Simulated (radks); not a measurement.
Results of a calculation; reference values are marked as such.
Task: Excited configurations of Tc I: one electron is placed in a higher orbital outside [Kr] 4d5 5s1. The ground configuration is [Kr] 4d5 5s2. Level of theory: Dirac Kohn-Sham, BLYP, spin-unpolarised, spherical densities, finite nucleus; open shells fill j = l - 1/2 first; Fermi nuclear charge, rms radius 4.4112 fm (a radial shooting solver on a logarithmic mesh with Libxc functionals). Excitation = E - E(ground); binding = E(ion) - E, where the ion is the core of charge +1; n* = 1/sqrt(2 binding) in atomic units, and the quantum defect is n - n*.

outer orbital  excitation (eV)  binding (eV)     n*  quantum defect  eigenvalue (eV)  <r> (bohr)
5p1/2                    3.638         4.467  1.745           3.255           -2.062       4.461
6s1/2                    5.760         2.345  2.409           3.591           -1.280       8.864
6p1/2                    6.366         1.738  2.798           3.202           -0.927       11.20
7d3/2                    7.389         0.716  4.360           2.640           -0.404       28.65
7f5/2                    7.704         0.401  5.825           1.175           -0.268       62.72

Estimate the row for 5d3/2.

Result: excitation (eV) 6.572; binding (eV) 1.533; n* 2.979; quantum defect 2.021; eigenvalue (eV) -0.566; <r> (bohr) 10.13. The Delta-SCF ionisation energy is 8.105 eV (NIST Atomic Spectra Database: 7.119 eV, measured). Self-interaction in the functional shifts the binding energies and quantum defects, so they are the method's values and not measured ones. Spin polarisation and multiplet splitting are left out, so open shells lie too high by an amount that depends on their filling.

Beside tabulated values, note that spin-unpolarised runs miss the spin-polarisation part of the exchange energy of open shells.
